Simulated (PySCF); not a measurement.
Problem. Write Cartesian coordinates for InChI=1S/C9H14N2/c1-5-11-7-6-8(10-11)9(2,3)4/h5-7H,1H2,2-4H3 as optimised with PBE0-D3(BJ)/def2-SVP.

Solution. 
```xyz
25
C9H14N2 angstrom
C      4.3443    0.2055    0.7786
C      3.0908    0.6541    0.8690
N      1.9395   -0.0300    0.4783
C      1.8129   -1.2801   -0.0483
C      0.4711   -1.4819   -0.2619
C     -0.1540   -0.2766    0.1728
C     -1.6279    0.0547    0.1593
C     -2.1322    0.0158   -1.2896
C     -2.3819   -0.9897    0.9929
C     -1.8614    1.4462    0.7460
N      0.7500    0.5789    0.6149
H      4.5983   -0.7753    0.3716
H      5.1637    0.8366    1.1226
H      2.8423    1.6370    1.2740
H      2.6737   -1.9193   -0.2255
H      0.0028   -2.3729   -0.6726
H     -1.5965    0.7488   -1.9117
H     -3.2073    0.2531   -1.3286
H     -1.9899   -0.9783   -1.7407
H     -2.0449   -0.9745    2.0405
H     -3.4643   -0.7852    0.9779
H     -2.2266   -2.0073    0.6028
H     -1.3237    2.2139    0.1719
H     -1.5031    1.5041    1.7836
H     -2.9361    1.6853    0.7320
```

Any rigid rotation of these coordinates is as good. Atoms count from 1 in this order. N3 (pyrrole-type nitrogen) is planar (angles 129.4°, 118.7° and 111.9°, sum 360.0°, 0.00 Å off the plane of its three neighbours). N11 (pyridine-type nitrogen) is bent (angle 106.2°). The C–N distances run from 1.321 Å (C6–N11, aromatic) to 1.395 Å (C2–N3, drawn single), a spread of 0.074 Å. The 7 C–C bonds span 1.334 Å (C1=C2, drawn double) to 1.535 Å (C7–C8, drawn single), a spread of 0.201 Å.

Bonds between heavy atoms (Å): C1=C2 1.334, C2–N3 1.395, N3–C4 1.362, C4–C5 1.374, C5–C6 1.426, C6–C7 1.511, C7–C8 1.535, C7–C9 1.534, C7–C10 1.528, C6–N11 1.321, N3–N11 1.343.

The calculation used PySCF 2.14.0, PBE0-D3(BJ)/def2-SVP geometry optimisation, gas phase.

Point group: near Cs, missed by 0.09 Å at most; the miss may be what the optimiser left on a soft mode. No PBE0-D3(BJ)/def2-SVP frequencies stand behind this structure, so it isn't proved a minimum. The numbers are those of one conformer (C1–C2–N3–C4 1°).
